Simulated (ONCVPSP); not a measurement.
**What the settings do to the ONCV potential of promethium (Pm)**

Base potential:

promethium, optimised norm-conserving Vanderbilt (ONCV), made with ONCVPSP 4.0.1 (BLYP, scalar-relativistic). Core [Kr] 4d10, reference 4f5 5s2 5p6 6s1 (charge +1). Waves: 5s+6s: rc 2.60 bohr, ncon 4, nbas 7, qcut 6 1/bohr, 2 projectors; 5p: rc 1.55 bohr, ncon 4, nbas 7, qcut 4.6 1/bohr, 2 projectors, debl 0.8 Ha; d scattering state at 0.31 Ha: rc 2.25 bohr, ncon 5, nbas 8, qcut 5.1 1/bohr, 2 projectors, debl 2.8 Ha; 4f: rc 0.90 bohr, ncon 4, nbas 9, qcut 16.4 1/bohr, 2 projectors, debl 0.9 Ha. Local part: polynomial inside 0.65 bohr (lpopt 5, dvloc0 0 Ha). Core correction: none.

In the p channel the program set the typed energies aside and used -1.048, 0.250 Ha. In the d channel the program set the typed energies aside and used 0.050, 2.850 Ha.

Cutoffs, loose and tight: the cutoffs (Ha) at which the residual kinetic energy of the hardest occupied pseudo-wave falls to 1 and 0.1 mHa per electron. They do not see the model core or the augmentation charge, which bear on the density cutoff. Test errors are all-electron minus pseudo excitation energies from the reference, over the configurations 4f5 5s2 5p6 6s2; 4f5 5s2 5p6 6s0; 4f4 5s2 5p6 6s0; 4f4 5s2 5p6 5d1 6s1. A dash means not determined; rows that change the core or the reference have their own tests.

A true bound ghost makes a file unfit for plane-wave use even where its test errors are small: the radial tests pick states by their node count and pass the ghost by.

```csv
change,outcome,"cutoff, loose","cutoff, tight",bound ghosts,GHOST(+) flags above zero,largest test error (meV)
base,"generated, projector energies reset by the program",124 Ha,222 Ha,"s, p","s, d",tests left out (the all-electron energies of this program are off by 10 to 40 meV for near-neutral 4f atoms)
"all radii scaled by about 0.80 (s 2.08, p 1.24, d 1.80, f 0.72 bohr); local potential polynomial inside 0.52 bohr (lpopt 5, dvloc0 0 Ha)","generated, projector energies reset by the program",594 Ha,700 Ha,"s, p, d","p, f",tests left out (the all-electron energies of this program are off by 10 to 40 meV for near-neutral 4f atoms)
"all radii scaled by about 0.86 (s 2.24, p 1.34, d 1.94, f 0.78 bohr); local potential polynomial inside 0.56 bohr (lpopt 5, dvloc0 0 Ha)","generated, projector energies reset by the program",271 Ha,564 Ha,"s, p, d",p,tests left out (the all-electron energies of this program are off by 10 to 40 meV for near-neutral 4f atoms)
"all radii scaled by about 0.96 (s 2.50, p 1.50, d 2.18, f 0.86 bohr); local potential polynomial inside 0.62 bohr (lpopt 5, dvloc0 0 Ha)","generated, projector energies reset by the program",131 Ha,412 Ha,"s, p, d",s,tests left out (the all-electron energies of this program are off by 10 to 40 meV for near-neutral 4f atoms)
"all radii scaled by about 1.07 (s 2.78, p 1.66, d 2.40, f 0.96 bohr); local potential polynomial inside 0.70 bohr (lpopt 5, dvloc0 0 Ha)","generated, projector energies reset by the program",119 Ha,132 Ha,"s, p","s, d",tests left out (the all-electron energies of this program are off by 10 to 40 meV for near-neutral 4f atoms)
"all radii scaled by about 1.15 (s 2.98, p 1.78, d 2.58, f 1.04 bohr); local potential polynomial inside 0.74 bohr (lpopt 5, dvloc0 0 Ha)","generated, projector energies reset by the program",111 Ha,123 Ha,"s, p","s, d",tests left out (the all-electron energies of this program are off by 10 to 40 meV for near-neutral 4f atoms)
"all radii scaled by about 1.21 (s 3.14, p 1.88, d 2.72, f 1.08 bohr); local potential polynomial inside 0.78 bohr (lpopt 5, dvloc0 0 Ha)","generated, projector energies reset by the program",108 Ha,120 Ha,"s, p",d,tests left out (the all-electron energies of this program are off by 10 to 40 meV for near-neutral 4f atoms)
"all radii scaled by about 1.30 (s 3.38, p 2.02, d 2.92, f 1.16 bohr); local potential polynomial inside 0.84 bohr (lpopt 5, dvloc0 0 Ha)","generated, projector energies reset by the program",101 Ha,113 Ha,"s, p",d,tests left out (the all-electron energies of this program are off by 10 to 40 meV for near-neutral 4f atoms)
```

Reading the sweep of the scale of all radii (base = 1) (base included, trends over the rows without a ghost): Bound ghosts are found at 0.8, 0.86, 0.96, 1, 1.07, 1.15, 1.21, 1.3. Every judged row has one, so this setting neither creates nor removes them.
